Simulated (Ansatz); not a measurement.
A structure relaxed at PBE0-D4/def2-TZVP, charge 0, multiplicity 1:

```
atom   x (Å)   y (Å)   z (Å)
  C1  -0.576  -0.175  -3.261
  O2   0.100  -0.066  -2.037
 Ge3  -0.343  -1.196  -0.711
  C4   0.475  -2.930  -1.024
  N5   0.307  -0.548   0.857
  C6   0.148   0.827   1.336
  C7  -1.262   1.305   1.018
  C8   0.355   0.821   2.847
  C9   1.165   1.760   0.677
 H10  -0.284  -1.076  -3.819
 H11  -1.668  -0.194  -3.137
 H12  -0.324   0.694  -3.876
 H13  -1.886  -1.242  -0.717
 H14   0.131  -3.344  -1.973
 H15   0.212  -3.625  -0.225
 H16   1.560  -2.827  -1.064
 H17   1.229  -0.904   1.072
 H18  -1.424   1.367  -0.062
 H19  -2.007   0.629   1.445
 H20  -1.423   2.302   1.432
 H21   1.354   0.451   3.097
 H22  -0.378   0.171   3.330
 H23   0.260   1.828   3.260
 H24   2.185   1.434   0.905
 H25   1.040   1.751  -0.407
 H26   1.054   2.786   1.039
```

Q: Give its formula and SMILES.

A: C6H17GeNO, `C[O][GeH]([CH3])[NH]C(C)(C)C`.

Q: Point group (tolerance 0.08 Å, 0.16 Å for H)?

A: C1.

Q: Summarise the bond lengths by kind.

A: 1 × C–O 1.402 Å; 15 × C–H 1.091 to 1.100 Å; 1 × Ge–O 1.797 Å; 1 × C–Ge 1.942 Å; 1 × Ge–N 1.817 Å; 1 × Ge–H 1.543 Å; 1 × C–N 1.464 Å; 1 × H–N 1.011 Å; 3 × C–C 1.522 to 1.529 Å.

Computed with Ansatz.
